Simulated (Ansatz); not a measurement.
SnCl3(OSiMe3) (C₃H₉Cl₃OSiSn). Total charge 0; singlet. Geometry r2SCAN-D4/def2-SVP.

```xyz
18

Sn   -0.716   -2.356    1.299
Cl   -2.500   -3.542    0.389
Cl    0.813   -3.852    2.214
Cl   -1.522   -0.955    2.994
O     0.158   -1.328   -0.096
Si    0.248    0.343   -0.400
C    -1.489    1.042   -0.455
C     1.103    0.472   -2.056
C     1.248    1.146    0.964
H    -1.479    2.115   -0.709
H    -1.992    0.940    0.521
H    -2.103    0.526   -1.212
H     0.520   -0.036   -2.841
H     1.232    1.526   -2.354
H     2.100    0.004   -2.020
H     0.752    1.029    1.942
H     2.252    0.699    1.036
H     1.374    2.227    0.784
```

In the def2 sets Sn takes a core potential, while STO-3G treats all electrons; there is no spin–orbit coupling.

Question: Estimate the orbital energies around the gap (eV) in Ansatz with HF/STO-3G, PBE-D4/def2-TZVP, revPBE-D4/def2-TZVP, r2SCAN-D4/def2-TZVP, PBE0-D4/def2-TZVP.

Answer: 
```
orbital  HF/STO-3G  PBE-D4/def2-TZVP  revPBE-D4/def2-TZVP  r2SCAN-D4/def2-TZVP  PBE0-D4/def2-TZVP
 HOMO−5     -11.01             -8.34                -8.28                -8.74              -9.81
 HOMO−4     -10.97             -8.14                -8.08                -8.54              -9.61
 HOMO−3     -10.88             -8.10                -8.04                -8.50              -9.58
 HOMO−2     -10.84             -8.01                -7.95                -8.41              -9.48
 HOMO−1      -9.59             -7.24                -7.19                -7.54              -8.56
   HOMO      -9.43             -7.08                -7.02                -7.41              -8.46
   LUMO       4.95             -3.91                -3.80                -3.77              -3.05
 LUMO+1       7.64             -0.66                -0.51                -0.38               0.18
 LUMO+2       7.85             -0.65                -0.50                -0.33               0.20
 LUMO+3       8.79             -0.59                -0.43                -0.29               0.26
 LUMO+4      12.89              0.14                 0.23                 0.84               0.92
 LUMO+5      13.97              0.97                 1.08                 1.50               1.77
```
